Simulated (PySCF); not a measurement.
Computed shifts of a molecule CH7FOSi2, PBE/pcSseg-1 in PySCF, GIAO, gas phase, atoms alike by connectivity averaged where their shifts nearly agree, in ppm (number of nuclei): ²⁹Si: -17.5 (1), -76.9 (1). ¹³C: 81.2 (1). ¹⁹F: -308.1 (1). ¹H: 5.96 (2), 5.57 (1), 5.41 (1), 4.49 (1), 4.21 (1), 0.27 (1). References: ¹⁷O against H2O (σ = 334.3 ppm); ²⁹Si against TMS (σ = 335.4 ppm); ¹³C against TMS (σ = 182.0 ppm); ¹⁹F against CFCl3 (σ = 133.6 ppm); ¹H against TMS (σ = 31.49 ppm), references at their B3LYP-D3(BJ)/def2-TZVP geometries, non-relativistic. Geometry optimised at r2SCAN-D4/def2-SVP. Other conformers were not sampled.

Q: Which molecule gave these data?
A. O[SiH2][SiH2]CF
B. CO[Si@@H](F)[SiH3]
C. F[SiH2]CO[SiH3]
D. C[Si@@H](F)[SiH2]O

A: A, O[SiH2][SiH2]CF
